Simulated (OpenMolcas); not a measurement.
## Lines of Nd4+: computed and rescaled rates

```json
{
  "Program": "OpenMolcas 26.06",
  "Method": "SS-CASPT2, IPEA 0.25 Eh, imaginary shift 0.1 Eh (closed shells correlated: 5s 5p)",
  "Basis": "ANO-RCC-VTZP [8s7p5d3f2g1h]",
  "Scalar Hamiltonian": "DKH2, point nucleus",
  "Active space": "2 electrons in 14 orbitals (4f 5f)",
  "State averaging": "2S+1 = 3 even, 18 roots; 2S+1 = 1 even, 27 roots",
  "Spin-orbit coupling": "RASSI with atomic mean-field integrals over the reference wave functions, term energies averaged over their components"
}
```

Rates come from the transition moments of the reference wave functions (E1 and E2 in the length form). At fixed line strength A goes as λ^-3 for E1 and M1 and as λ^-5 for E2, so a rate at the computed wavelength can be rescaled to the measured one. Measured vacuum wavelengths follow from level energies in the list in Carvajal Gallego et al., Mon. Not. R. Astron. Soc. 518, 332 (2023). Branching counts decays inside the model space alone, at computed energies, and the table is only a selection of the E2 and M1 lines, drawn from those between levels with measured partners whose computed energy lies within a factor of 1.5 of the measured one.

```csv
Upper,Lower,Type,λ computed (nm),λ measured (nm),A computed (s-1),A rescaled (s-1),Branching %
4f² ¹D₂,4f² ³F₃,M1,633.7,783.3,3.04e+00,,58.8
4f² ¹D₂,4f² ³F₂,M1,563.5,682.2,2.11e+00,,40.9
4f² ¹G₄ [57 %],4f² ³F₃,M1,2221,2230,7.64e-01,,36.1
4f² ³H₅,4f² ³H₄,M1,3317,3528,7.04e-01,5.85e-01,100.0
4f² ³H₆,4f² ³H₅,M1,3204,3437,6.85e-01,5.55e-01,100.0
4f² ¹G₄ [57 %],4f² ³F₄ [59 %],M1,2474,2526,5.70e-01,,27.0
4f² ³F₄ [59 %],4f² ³H₄,M1,1128,1203,4.53e-01,,77.3
4f² ¹G₄ [57 %],4f² ³H₅,M1,1011,1060,4.29e-01,,20.3
4f² ¹G₄ [57 %],4f² ³H₄,M1,774.8,815,3.52e-01,,16.6
4f² ³F₃,4f² ³F₂,M1,5087,5288,1.92e-01,1.71e-01,91.0
4f² ³F₄ [59 %],4f² ³H₅,M1,1709,1826,1.32e-01,,22.5
4f² ³F₃,4f² ³H₄,M1,1190,1285,1.87e-02,,8.9
4f² ³F₂,4f² ³H₄,E2,1553,1697,2.20e-04,1.41e-04,100.0
```

Spin-changing lines and M1 lines between different terms are not rescaled, since their strength hangs on the term gaps too.

The largest correction is for 4f² ³F₂ → 4f² ³H₄ (E2): 2.20e-04 × (1553 / 1697)^5 = 1.41e-04 s-1, a factor of 0.64.

The computed rate and branching of 4f² ³F₂ → 4f² ³H₄ give the upper level a radiative lifetime of 1.000 / 2.20e-04 s-1 = 4.55e+03 s, counting decays inside the model space alone. The rescaled rate gives about 7.1e+03 s.

These are rates of the free ion; in crystals, glasses and complexes forced electric-dipole and non-radiative decay shorten such lifetimes by orders of magnitude. No measured rate stands beside these. Rescaling mends the energy factor alone: line strengths can still be far off where a level mixes with configurations outside the active space, and weak or spin-changing lines hang on small mixing coefficients that depend on the term gaps too, so rescaling need not improve them.

CASPT2 breaks the degeneracy within a term, and the mean is taken; among the terms shown or strongly mixed into the levels shown the widest spread is 350 cm-1 (4f² ¹G). Active for correlation alone: 5f; no level in the range computed is led by a configuration that fills it, so any true level of that kind is missing. Some terms miss by over 15 % even with CASPT2, which points to a basis or an active space too small for the shells correlated. Computed and measured levels are paired by configuration, term and J; levels that our copy of the source lacks, or whose pairing is in doubt (as where it misses far off the trend of its configuration), stay unpaired. Levels of configurations outside the active space are missing.

A share in square brackets marks a mixed level and gives the weight of the term that names it.
